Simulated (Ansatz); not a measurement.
Input for Ansatz (a first-principles code): R-wB97M-V/def2-TZVPP on H2 (SMILES [H][H]).

Ansatz 0.2 input:
```yaml
crystal:
  periodic: [false, false, false]
  atoms:
    - {symbol: H, position_ang: [0.00000000, -0.00000000, 0.38043305]}
    - {symbol: H, position_ang: [-0.00000000, 0.00000000, -0.38043305]}
basis:
  gaussian:
    orbitals: def2-TZVPP
hamiltonian:
  xc: {name: wB97M-V}
scf: {lower_state_search: off}
```

The log:

```
WARN ansatz: RAYON_NUM_THREADS=4 ignored (pool sized by the plan → 4); use --threads N
Functional definition: wB97M-V
these checks for a lower state are left out or cut short: stability, starts, cluster_reference, orbital_swaps, neighbouring_geometries, increment
integrals: 0.00 GiB planned
118 factors; their error is unknown
integrals: 0.04 GiB planned
42 factors; integrals over basis functions are off by at most 3.0e-5 eV
mean field: 0.07 GiB planned
mean field evaluation 1: about -31.5617 eV, gradient 3.5e0 eV
mean field evaluation 2: about -31.5864 eV, gradient 2.6e-1 eV
mean field evaluation 4: about -31.5948 eV, gradient 3.2e-1 eV
mean field evaluation 8: about -31.5943 eV, gradient 1.3e-4 eV
mean field -31.59431924 eV, -1.1610698166 hartree, gradient 4.8e-6 eV, S^2 0.000000; 0 other end points of the search recorded, 0 dependent functions left out
reference -31.59434357 eV, -1.1610707107 hartree; 1, 1 occupied and 27, 27 virtual orbitals, 118 factors
Total energy: -31.59434357 eV, -1.1610707107 hartree
Checks for a lower state left out: stability, starts, cluster_reference, orbital_swaps, neighbouring_geometries, increment
```

The run converged.

Cost: roughly 0.5 core-seconds.
